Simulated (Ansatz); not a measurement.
System: C5H10O, charge 0, multiplicity 1. SMILES: CCCC(C)=O
Geometry from a B3LYP-D3(BJ)/def2-TZVP (Ansatz, a quantum-chemistry and plane-wave program) optimisation:
```xyz
16

C      2.6548     0.6062    -0.4687
C      1.4557    -0.2146    -0.0040
C      0.1343     0.5021    -0.2417
C     -1.0922    -0.2732     0.2023
O     -1.0133    -1.3738     0.6969
C     -2.4267     0.4088    -0.0080
H      2.7104     1.5620     0.0585
H      2.5971     0.8233    -1.5384
H      3.5903     0.0741    -0.2889
H      1.4359    -1.1778    -0.5180
H      1.5479    -0.4486     1.0586
H      0.0080     0.7441    -1.3041
H      0.1191     1.4720     0.2705
H     -2.5676     0.6478    -1.0650
H     -2.4566     1.3550     0.5382
H     -3.2327    -0.2365     0.3333
```

Computed values are from Ansatz. Valence correlation only, unless marked. UHF or UKS for open shells. No spin-orbit coupling. Non-relativistic. CBS(X,Y): correlation extrapolated as X^-3; Hartree-Fock from the larger set. [CCSD(T)-MP2]/basis is that difference in the basis named.

Q: What is the vertical triplet-singlet gap at RI-MP2/CBS(aug-cc-pVTZ,aug-cc-pVQZ)+[CCSD(T)-MP2]/aug-cc-pVTZ?

A: 4.26 eV.

Q: What is the vertical ionisation energy (to the doublet) at RI-MP2/CBS(aug-cc-pVTZ,aug-cc-pVQZ)+[CCSD(T)-MP2]/aug-cc-pVTZ?

A: 9.68 eV.

Q: What is the total energy at CCSD(T)/CBS(cc-pVTZ,cc-pVQZ)?

A: -271.4447 Eh.

Q: What is the dipole moment at CCSD(T)/aug-cc-pVDZ?

A: 2.67 D.

Q: What is the T1 diagnostic at CCSD/cc-pVQZ?

A: 0.012.
